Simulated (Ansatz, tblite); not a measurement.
Forces on (LiH)4 cube (Li₄H₄) at its PBE-D4/def2-TZVP geometry. Total charge 0; singlet.

The xTB rows come from tblite.

GFN1-xTB (tblite), largest force 0.26 eV/Å:

```xyz
8
positions Å, forces eV/Å
Li    1.343    0.502   -0.521   -0.226   -0.084    0.088
Li   -0.878   -0.416   -1.176    0.148    0.070    0.198
Li   -0.691    1.113    0.781    0.116   -0.187   -0.131
Li    0.226   -1.199    0.916   -0.038    0.202   -0.154
H     0.744   -1.199   -0.841    0.047   -0.077   -0.054
H    -0.243    1.292   -0.986   -0.015    0.082   -0.063
H     0.946    0.449    1.267    0.060    0.029    0.081
H    -1.447   -0.541    0.561   -0.092   -0.034    0.036
```

GFN2-xTB (tblite), largest force 0.21 eV/Å:

```
Li -0.005 -0.002 0.002
Li 0.003 0.002 0.005
Li 0.003 -0.004 -0.003
Li -0.001 0.005 -0.004
H 0.095 -0.153 -0.108
H -0.031 0.165 -0.126
H 0.121 0.057 0.162
H -0.185 -0.069 0.072
```

PBE-D4/def2-TZVP (Ansatz), largest force 0.00 eV/Å:

```
Li 0.000 0.000 0.000
Li 0.000 0.000 0.000
Li 0.000 0.000 0.000
Li 0.000 0.000 0.000
H 0.001 -0.001 -0.001
H 0.000 0.001 -0.001
H 0.001 0.000 0.001
H -0.001 0.000 0.000
```
